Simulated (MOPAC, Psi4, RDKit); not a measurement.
Internal rotation in C6H14O2Si, SMILES COC(=O)[SiH2]C(C)(C)C. Scanned: dihedral O2–C3–Si5–C6; all other coordinates were relaxed at GFN2-xTB. Points at φ and −φ are mirror images. Heavy atoms are numbered in the order of the SMILES COC(=O)[SiH2]C(C)(C)C, hydrogens after them in the order of the atoms that carry them; the mirror image has the same energies with the sign of each dihedral reversed.

Levels of theory: UFF // GFN2-xTB (RDKit); PM6, restricted, heats of formation // GFN2-xTB (MOPAC); MMFF94 // GFN2-xTB (RDKit); PBE-D3(BJ)/def2-SVP // GFN2-xTB (Psi4).

Energies relative to the lowest point of each profile, in kcal/mol; the last columns give the difference from PBE-D3(BJ):

| φ / ° | UFF | PM6 | MMFF94 | PBE-D3(BJ)/def2-SVP | UFF − PBE-D3(BJ)/def2-SVP | PM6 − PBE-D3(BJ)/def2-SVP | MMFF94 − PBE-D3(BJ)/def2-SVP |
|---|---|---|---|---|---|---|---|
| -165 | 3.9 | 0.0 | 2.0 | 0.1 | 3.8 | -0.1 | 1.9 |
| -150 | 3.2 | 0.0 | 1.6 | 0.3 | 3.0 | -0.3 | 1.4 |
| -135 | 2.5 | 0.1 | 1.2 | 0.5 | 1.9 | -0.4 | 0.7 |
| -120 | 2.0 | 0.2 | 0.9 | 0.8 | 1.1 | -0.6 | 0.1 |
| -105 | 1.8 | 0.4 | 0.8 | 1.0 | 0.8 | -0.6 | -0.2 |
| -90 | 1.8 | 0.5 | 0.8 | 1.1 | 0.7 | -0.6 | -0.3 |
| -75 | 1.7 | 0.4 | 0.8 | 1.2 | 0.6 | -0.8 | -0.4 |
| -60 | 1.5 | 0.3 | 0.7 | 1.1 | 0.4 | -0.9 | -0.4 |
| -45 | 1.0 | 0.2 | 0.5 | 0.9 | 0.1 | -0.7 | -0.4 |
| -30 | 0.5 | 0.1 | 0.2 | 0.7 | -0.2 | -0.6 | -0.4 |
| -15 | 0.1 | 0.0 | 0.1 | 0.5 | -0.4 | -0.5 | -0.5 |
| 0 | 0.0 | 0.0 | 0.0 | 0.5 | -0.5 | -0.5 | -0.5 |
| 15 | 0.1 | 0.0 | 0.1 | 0.5 | -0.4 | -0.5 | -0.5 |
| 30 | 0.5 | 0.1 | 0.2 | 0.7 | -0.2 | -0.6 | -0.4 |
| 45 | 1.0 | 0.2 | 0.5 | 0.9 | 0.1 | -0.7 | -0.4 |
| 60 | 1.5 | 0.3 | 0.7 | 1.1 | 0.4 | -0.9 | -0.4 |
| 75 | 1.7 | 0.4 | 0.8 | 1.2 | 0.6 | -0.8 | -0.4 |
| 90 | 1.8 | 0.5 | 0.8 | 1.1 | 0.7 | -0.6 | -0.3 |
| 105 | 1.8 | 0.4 | 0.8 | 1.0 | 0.8 | -0.6 | -0.2 |
| 120 | 2.0 | 0.2 | 0.9 | 0.8 | 1.1 | -0.6 | 0.1 |
| 135 | 2.5 | 0.1 | 1.2 | 0.5 | 1.9 | -0.4 | 0.7 |
| 150 | 3.2 | 0.0 | 1.6 | 0.3 | 3.0 | -0.3 | 1.4 |
| 165 | 3.9 | 0.0 | 2.0 | 0.1 | 3.8 | -0.1 | 1.9 |
| 180 | 4.1 | 0.0 | 2.1 | 0.0 | 4.1 | 0.0 | 2.1 |

UFF is furthest from PBE-D3(BJ)/def2-SVP at 180 (4.1 kcal/mol, above); its mean absolute difference over the points is 1.3 kcal/mol.

PM6 is furthest from PBE-D3(BJ)/def2-SVP at -60 (-0.9 kcal/mol, below); its mean absolute difference over the points is 0.5 kcal/mol.

MMFF94 is furthest from PBE-D3(BJ)/def2-SVP at 180 (2.1 kcal/mol, above); its mean absolute difference over the points is 0.7 kcal/mol.

MMFF94 has few fitted parameters for silicon.
